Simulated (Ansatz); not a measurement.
The same path of CH$_{3}$FSSi (7 atoms, charge 0, multiplicity 1) was run twice with different band settings. Lost on the way: C3–H7. Made: S4–H7.

All numbers below come from RKS PBE/6-31G* (Ansatz).

Relaxed end points:

```xyz
7
Properties=species:S:1:pos:R:3
F -1.819 1.007 0.107
Si -0.218 0.747 -0.019
C 0.185 -1.104 0.017
S 1.770 -1.522 0.048
H 0.262 1.291 -1.330
H 0.479 1.399 1.133
H -0.597 -1.885 -0.001
```

```xyz
7
Properties=species:S:1:pos:R:3
F -1.788 1.528 0.202
Si -0.261 1.011 -0.001
C -0.275 -0.833 -0.099
S 1.025 -1.773 0.173
H 0.242 1.439 -1.351
H 0.536 1.641 1.106
H 0.583 -3.081 -0.076
```

Common settings: movable images 7; climbing image yes; spring 5.0 eV/Å²; start path through a guess of the saddle point; force threshold 0.05 eV/Å; iteration limit 60; end points relaxed.

| run | optimiser | largest step |
| --- | --- | --- |
| 1 | quadratic models (default) | default |
| 2 | lbfgs | 0.02 Å |

(1) What does each run give, and how far can it be trusted?

## Answers

(1) Run 1: converged after 8 iterations, highest image 3.441 eV above the first end. Neighbouring images differ by up to 1.6 eV, so the band resolves the path poorly. A vibrational analysis at the climbing image gives 2 clearly imaginary modes (1612i, 87i cm⁻¹): a point of higher order, so a lower path passes nearby.
Run 2: converged after 44 iterations, highest image 3.441 eV above the first end. Neighbouring images differ by up to 1.6 eV, so the band resolves the path poorly. Another band between the same ends (7 images) ends at a top of the same energy, where a vibrational analysis finds 2 clearly imaginary modes.
The orbitals stay closed-shell, which can raise the energy where a bond breaks towards radicals; this wasn't checked here.
